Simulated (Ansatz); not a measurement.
Geometry optimisation, RKS B3LYP/def2-SVP in Ansatz.

Input file:

```yaml
crystal:
  periodic: [false, false, false]
  atoms:
    - { symbol: Al, position_ang: [0.025302, -0.552869, -0.369271] }
    - { symbol: H, position_ang: [0.003311, 0.139109, 2.298926] }
    - { symbol: H, position_ang: [1.407159, 0.139353, -0.655411] }
    - { symbol: H, position_ang: [-1.391229, 0.071014, -0.641772] }
    - { symbol: Br, position_ang: [0.083928, -2.773957, 0.468369] }
    - { symbol: H, position_ang: [0.02723, -0.55435, 2.103859] }
basis:
  gaussian: { orbitals: def2-SVP }
hamiltonian:
  xc: b3lyp
relax:
  f_tol: 0.03
  max_steps: 50
output:
  orbitals: {}
```

Run as:

```bash
$ ansatz run input.yaml --threads 1 --pin off --max-ram 2048MiB --backend cpu --events-out ev --progress --plain --runs-dir out
```

**Question.** Where does it end, and by what steps?

**Answer.** It converged. After 6 steps the energy has fallen by 0.153 eV; H2 moved furthest, 0.35 Å.

```csv
step,energy less start (eV),largest force component (eV/Å),accepted
0,0.0000,1.745,yes
1,-0.1153,0.889,yes
2,-0.1322,0.295,yes
3,-0.1459,0.163,yes
4,-0.1494,0.195,yes
5,-0.1505,0.172,yes
6,-0.1534,0.018,yes
```

```xyz
6
Properties=species:S:1:pos:R:3
Al 0.026 -0.645 -0.232
H 0.003 0.316 2.001
H 1.400 0.095 -0.449
H -1.385 0.023 -0.444
Br 0.085 -2.891 0.169
H 0.025 -0.431 2.159
```

Whether the end is a true minimum wasn't checked by a vibrational analysis.

The run took 11 s on 1 thread of Intel(R) Xeon(R) Platinum 8488C (Sapphire Rapids) (shared host), peak memory 0.15 GiB.
